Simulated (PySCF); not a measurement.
Atom-mapped SMILES (the numbers label the heavy atoms): `[O:1]=[C:2]([O-:3])[C:4]([F:5])([F:6])[C:7]([F:8])([F:9])[C:10]([F:11])([F:12])[F:13]`.

Geometry: PBE0-D3(BJ)/def2-SVP; GIAO shifts from PySCF 2.14, gas phase, non-relativistic, averaged over equivalent atoms.

At PBE0/pcSseg-1 (221 basis functions):
```json
{"atoms": "O1/O3", "δ (ppm)": "342.5"}
{"atoms": "C2", "δ (ppm)": "161.7"}
{"atoms": "C10", "δ (ppm)": "126.1"}
{"atoms": "C7", "δ (ppm)": "116.8"}
{"atoms": "C4", "δ (ppm)": "112.4"}
{"atoms": "F11/F12/F13", "δ (ppm)": "-88.1"}
{"atoms": "F5/F6", "δ (ppm)": "-137.1"}
{"atoms": "F8/F9", "δ (ppm)": "-146.1"}
```

Referencing at the same level of theory: ¹⁷O (σref 334.56) vs H2O; ¹³C (σref 184.41) against TMS; CFCl3 for ¹⁹F (σref 177.25).

Question: Estimate the result of repeating the calculation with HF/pcSseg-2.

Answer: 
```tsv
atoms	δ at HF/pcSseg-2	change
O1/O3	293.8	-48.7
C2	169.1	+7.4
C10	112.1	-14.0
C7	105.5	-11.3
C4	104.7	-7.7
F11/F12/F13	-56.0	+32.1
F5/F6	-103.3	+33.8
F8/F9	-110.7	+35.4
```

References, each an isolated molecule treated in the same way: ¹⁷O (σref 326.33) against H2O; ¹³C (σref 191.47) vs TMS; ¹⁹F (σref 245.28) vs CFCl3.

The largest change is at O1/O3 (carboxylate oxygen). Cost: 468 basis functions. The order of the carbon signals is the same at both levels.

Unscaled 19F shifts against computed CFCl3 carry errors that often reach 10 to 50 ppm. Unscaled 17O shifts of doubly bonded oxygen tend to come out too high, by tens of ppm or more. Experimental scales use liquid or dissolved standards, which lie at an offset from isolated H2O (liquid H2O: subtract about 36 ppm).
